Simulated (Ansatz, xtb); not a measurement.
## A geometry optimisation of BrHNSi with r2SCAN-D4/def2-SVP

The starting geometry of this gas-phase doublet has its atoms placed at random.

```xyz
4

Br   -0.8317   -1.1210   -0.3799
N     1.0232    0.1699    1.0914
Si    0.0305    0.9173   -1.1104
H     0.7762   -1.3411    0.9738
```

Question: Guess where an optimisation with r2SCAN-D4/def2-SVP ends from this start.

Answer: It ends as `[H]/N=[Si]/Br`. Contacts that close: N2–Si3 (2.53 → 1.62 Å), N2–H4 (1.54 → 1.02 Å).

The energy falls by 5.48 eV over 16 steps:

```json
{"step": "1", "E − E(last) (eV)": "5.480"}
{"step": "3", "E − E(last) (eV)": "1.836"}
{"step": "4", "E − E(last) (eV)": "0.814"}
{"step": "6", "E − E(last) (eV)": "0.626"}
{"step": "8", "E − E(last) (eV)": "0.357"}
{"step": "9", "E − E(last) (eV)": "0.252"}
{"step": "11", "E − E(last) (eV)": "0.147"}
{"step": "13", "E − E(last) (eV)": "0.004"}
{"step": "14", "E − E(last) (eV)": "0.001"}
{"step": "16", "E − E(last) (eV)": "0.000"}
```

Final geometry (Å):

```xyz
4

Br   -1.7035   -0.9019   -1.1441
N     0.8476   -0.4567    0.8537
Si    0.1659    0.1465   -0.4830
H     1.6883   -0.1627    1.3483
```

From the same start GFN2-xTB reaches the same bonding as this run.

From so rough a start the end depends on the optimiser's path, so another program may land elsewhere. No frequencies were run, so the end isn't proven a minimum. Open shells are spin-unrestricted. Run with Ansatz 0.2.0, 120 s on 1 thread of Arm Neoverse V1, on a shared host.
